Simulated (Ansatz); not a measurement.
Question: Predict a relaxed structure of Be₂Se₂⁺ (the lowest doublet isomer of a short search), charge 1, doublet, at PBE0-D4/def2-TZVP (Ansatz).

Answer: 
| atom | x (Å) | y (Å) | z (Å) |
| --- | --- | --- | --- |
| Be1 | -0.3005 | -1.0083 | 0.0574 |
| Be2 | 0.3008 | 1.0082 | -0.0579 |
| Se3 | 1.4342 | -0.3711 | 0.9901 |
| Se4 | -1.4345 | 0.3712 | -0.9896 |
Point group D2h (tolerance 0.1 Å). This is one stationary point.

The relaxation made no stability test and no search for a lower SCF solution. The structure comes from a short search, and lower isomers may exist.
